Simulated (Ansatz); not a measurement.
Computed with Ansatz on PBE0-D4/def2-TZVP structures; ΔE is electronic, products minus reactants. CBS: MP2 limit from def2 TZ/QZ plus the TZ coupled-cluster correction, frozen cores. This one scheme is used for every species. DFT in def2-TZVPP. B3LYP here is the variant with VWN-RPA as its local correlation; programs differ in this. Elements past krypton have def2 core potentials. For Te outer-core shells are correlated without core-valence functions, which leaves a few kJ/mol of doubt a bond. Each species was taken in one conformer, which may not be the lowest.

Reaction (cleavage of the Si–Si bond): `N[SiH2][SiH2]CO` + H₂Te → `OC[SiH2][TeH]` + `N[SiH3]`

```json
{"level": "PBE-D4", "ΔE (kcal/mol)": "-13.5", "difference from CCSD(T)/CBS": "3.3"}
{"level": "r2SCAN-D4", "ΔE (kcal/mol)": "-15.1", "difference from CCSD(T)/CBS": "1.7"}
{"level": "PBE0-D4", "ΔE (kcal/mol)": "-14.6", "difference from CCSD(T)/CBS": "2.2"}
{"level": "B3LYP-D4", "ΔE (kcal/mol)": "-15.1", "difference from CCSD(T)/CBS": "1.7"}
{"level": "ωB97X-V", "ΔE (kcal/mol)": "-15.0", "difference from CCSD(T)/CBS": "1.8"}
{"level": "ωB97M-V", "ΔE (kcal/mol)": "-16.2", "difference from CCSD(T)/CBS": "0.6"}
{"level": "B2PLYP", "ΔE (kcal/mol)": "-16.2", "difference from CCSD(T)/CBS": "0.6"}
{"level": "PBE", "ΔE (kcal/mol)": "-13.5", "difference from CCSD(T)/CBS": "3.3"}
{"level": "r2SCAN", "ΔE (kcal/mol)": "-15.2", "difference from CCSD(T)/CBS": "1.6"}
{"level": "PBE0", "ΔE (kcal/mol)": "-14.7", "difference from CCSD(T)/CBS": "2.1"}
{"level": "B3LYP", "ΔE (kcal/mol)": "-15.1", "difference from CCSD(T)/CBS": "1.7"}
{"level": "HF/def2-TZVPP", "ΔE (kcal/mol)": "-17.6", "difference from CCSD(T)/CBS": "-0.8"}
{"level": "MP2/def2-TZVPP", "ΔE (kcal/mol)": "-18.4", "difference from CCSD(T)/CBS": "-1.6"}
{"level": "SCS-MP2/def2-TZVPP", "ΔE (kcal/mol)": "-17.6", "difference from CCSD(T)/CBS": "-0.8"}
{"level": "CCSD/def2-TZVPP", "ΔE (kcal/mol)": "-15.3", "difference from CCSD(T)/CBS": "1.5"}
{"level": "CCSD(T)/def2-TZVPP", "ΔE (kcal/mol)": "-15.2", "difference from CCSD(T)/CBS": "1.6"}
{"level": "HF/def2-QZVPP", "ΔE (kcal/mol)": "-17.7", "difference from CCSD(T)/CBS": "-0.9"}
{"level": "MP2/def2-QZVPP", "ΔE (kcal/mol)": "-19.4", "difference from CCSD(T)/CBS": "-2.6"}
{"level": "SCS-MP2/def2-QZVPP", "ΔE (kcal/mol)": "-18.5", "difference from CCSD(T)/CBS": "-1.7"}
{"level": "HF/CBS(def2)", "ΔE (kcal/mol)": "-17.8", "difference from CCSD(T)/CBS": "-1.0"}
{"level": "MP2/CBS(def2)", "ΔE (kcal/mol)": "-20.0", "difference from CCSD(T)/CBS": "-3.2"}
{"level": "CCSD/CBS(def2)", "ΔE (kcal/mol)": "-16.9", "difference from CCSD(T)/CBS": "-0.1"}
{"level": "CCSD(T)/CBS", "ΔE (kcal/mol)": "-16.8", "difference from CCSD(T)/CBS": "0"}
```

Largest T1 diagnostic among the species: 0.012.

From PBE to PBE0 (25 % exact exchange), in def2-TZVPP and without D4, ΔE moves by −1.2 kcal/mol.
